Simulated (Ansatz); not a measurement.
C₃H₁₁GeNO₃ (`C[O][Ge]([NH2])([O]C)[O]C`), charge 0, multiplicity 1.

Q: Give a relaxed structure at PBE0-D4/def2-TZVP (the Gaussian-basis code of Ansatz). (An estimate is asked.)

A: The calculation gave: 
```xyz
19

C    -0.9909   -0.9832   -1.8386
O    -1.2078   -0.1205   -0.7419
Ge    0.1366    0.2382    0.3446
N    -0.5521    1.4842    1.4610
O     0.7728   -1.2272    1.0874
C    -0.1014   -2.0346    1.8432
O     1.5505    0.8170   -0.5174
C     1.4799    2.0616   -1.1821
H    -0.2119   -0.6044   -2.5096
H    -0.7027   -1.9905   -1.5163
H    -1.9260   -1.0537   -2.3982
H    -1.5590    1.4756    1.5265
H    -0.1356    1.5472    2.3773
H     0.4825   -2.8567    2.2622
H    -0.9048   -2.4592    1.2292
H    -0.5618   -1.4841    2.6737
H     2.4937    2.3342   -1.4825
H     1.0813    2.8514   -0.5362
H     0.8564    2.0045   -2.0822
```
This is one stationary point; other conformers may exist.
